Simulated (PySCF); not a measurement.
**r²SCAN beside CCSD(T) along group 14: bonds to Cl**

r²SCAN and CCSD(T) in PySCF with def2-TZVPPD on every atom (core potentials on Sn), for the lowest determinant that a PBE0 search found; no spin–orbit coupling.

```tsv
molecule	state (unpaired electrons)	r²SCAN Re (Å)	r²SCAN ωe (cm⁻¹)	r²SCAN De (eV)	CCSD(T) Re (Å)	CCSD(T) ωe (cm⁻¹)	CCSD(T) De (eV)
CCl	doublet (π ↑)	1.652	868	4.40	1.656	869	4.01
SiCl	doublet (π ↑)	2.071	527	4.51	2.075	531	4.21
GeCl	doublet (π ↑)	2.173	405	4.24	?	?	?
SnCl	doublet (π ↑)	2.372	347	4.05	2.371	350	3.77
```

Problem. Estimate the CCSD(T) values of GeCl by adding the mean shift from r²SCAN to CCSD(T) of the other rows, and compare with the calculation.

Solution. The mean shifts are +0.2 pm, +3 cm⁻¹ and -0.32 eV, which give 2.175 Å, 408 cm⁻¹ and 3.92 eV. CCSD(T)/def2-TZVPPD gives Re = 2.178 Å, ωe = 410 cm⁻¹, De = 3.94 eV.

Problem. What are the mean differences of r²SCAN from CCSD(T) over the whole series?

Solution. Re -0.3 pm, ωe -3 cm⁻¹, De +0.32 eV.

In a basis of this size CCSD(T) is itself not converged; it tends to give bonds that are too long and too weak.

Correlated steps freeze the inner cores (6 to 14 orbitals); shallow outer-core shells are correlated. These are scalar-relativistic numbers at best; spin–orbit coupling would shift them, the dissociation energy most. States were picked by a PBE0 search and need not be the measured ground states.
